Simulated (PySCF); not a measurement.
Job for PySCF: D3(BJ) and D4 dispersion corrections on C2H8OSi (a complex), monomers drawn apart or pushed together.

```python
from pyscf import gto
from pyscf.dispersion import dftd3, dftd4

mol = gto.M(
    atom='''
    C    -0.35515557   -0.46886143   -0.01820082
    C     0.46626090    0.57046372    0.00286403
    H    -1.16453212   -0.53940923   -0.73511532
    H    -0.24691999   -1.28367929    0.68632390
    H     1.27204872    0.63552487    0.72348020
    H     0.36671368    1.39421373   -0.69384890
    O     0.68341189   -1.09450171    5.29904264
    Si   -0.33004829    0.09852021    5.84052974
    H     1.55521892   -1.16282879    5.69490750
    H    -0.43099863    0.06743483    7.32187273
    H    -1.64726956   -0.17528123    5.23850312
    H     0.14335829    1.44519827    5.44088173
    ''',
    basis='def2-svp',
    charge=0, spin=0, verbose=0, max_memory=1800)
d3, d4 = {}, {}
for xc in ['hf', 'pbe', 'blyp', 'revpbe', 'tpss', 'r2scan', 'b3lyp', 'pbe0', 'bhlyp', 'camb3lyp', 'b2plyp']:
    d3[xc] = float(dftd3.DFTD3Dispersion(mol, xc=xc, version='d3bj', atm=False).get_dispersion()['energy'])
    print(f'D3(BJ) {xc:10s} {d3[xc]:14.8f} Eh')
for xc in ['hf', 'pbe', 'blyp', 'revpbe', 'tpss', 'r2scan', 'b3lyp', 'pbe0', 'bhlyp', 'camb3lyp', 'b2plyp']:
    d4[xc] = float(dftd4.DFTD4Dispersion(mol, xc={'camb3lyp': 'cam-b3lyp'}.get(xc, xc), atm=True).get_dispersion()['energy'])
    print(f'D4     {xc:10s} {d4[xc]:14.8f} Eh')
```

It printed:

```
D3(BJ) hf            -0.04993832 Eh
D3(BJ) pbe           -0.00522169 Eh
D3(BJ) blyp          -0.01092800 Eh
D3(BJ) revpbe        -0.01370392 Eh
D3(BJ) tpss          -0.00641888 Eh
D3(BJ) r2scan        -0.00146390 Eh
D3(BJ) b3lyp         -0.00889503 Eh
D3(BJ) pbe0          -0.00438074 Eh
D3(BJ) bhlyp         -0.00687157 Eh
D3(BJ) camb3lyp      -0.00380824 Eh
D3(BJ) b2plyp        -0.00401234 Eh
D4     hf            -0.01828203 Eh
D4     pbe           -0.00453960 Eh
D4     blyp          -0.01028147 Eh
D4     revpbe        -0.01627048 Eh
D4     tpss          -0.00612044 Eh
D4     r2scan        -0.00119501 Eh
D4     b3lyp         -0.00723770 Eh
D4     pbe0          -0.00377131 Eh
D4     bhlyp         -0.00503991 Eh
D4     camb3lyp      -0.00374804 Eh
D4     b2plyp        -0.00313314 Eh
```

The run finished.

Cost: very roughly 0.05 core-seconds.
